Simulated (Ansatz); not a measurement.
Computed with Ansatz on PBE0-D4/def2-TZVP structures; ΔE is electronic, products minus reactants. CCSD(T)/CBS adds triple-zeta CCSD(T) − MP2 to the extrapolated MP2 energy (def2 sets, frozen cores). This one scheme is used for every species. Double bonds are as drawn, so ΔE can hold a change between cis and trans. DFT in def2-TZVPP. One conformer a species, not always the lowest.

Reaction (formal exchange of groups at a B–Si bond): `FB[SiH2]Cl` + `C=C/C=C\O` → `O/C=C/BF` + `C=C[SiH2]Cl`

Problem. Is it downhill or uphill in electronic energy at CCSD(T)/CBS, and by how much? (An estimate is asked.)

Solution. The calculation gave: Downhill: ΔE = -23.4 kcal/mol.

Problem. What do these levels give: r2SCAN-D4, ωB97X-V, ωB97M-V, HF/def2-TZVPP, CCSD(T)/def2-TZVPP, HF/CBS(def2)? (An estimate is asked.)

Solution. Ansatz gave: r2SCAN-D4 -22.7, ωB97X-V -23.4, ωB97M-V -25.2, HF/def2-TZVPP -26.1, CCSD(T)/def2-TZVPP -23.4, HF/CBS(def2) -26.1 kcal/mol.

Largest T1 diagnostic among the species: 0.014.

From PBE to PBE0 (25 % exact exchange), in def2-TZVPP and without D4, ΔE moves by −1.5 kcal/mol. In def2-TZVPP, CCSD(T) changes the Hartree–Fock value by +2.7 kcal/mol (the triples alone add +0.4 kcal/mol) and MP2 by +1.1 kcal/mol.
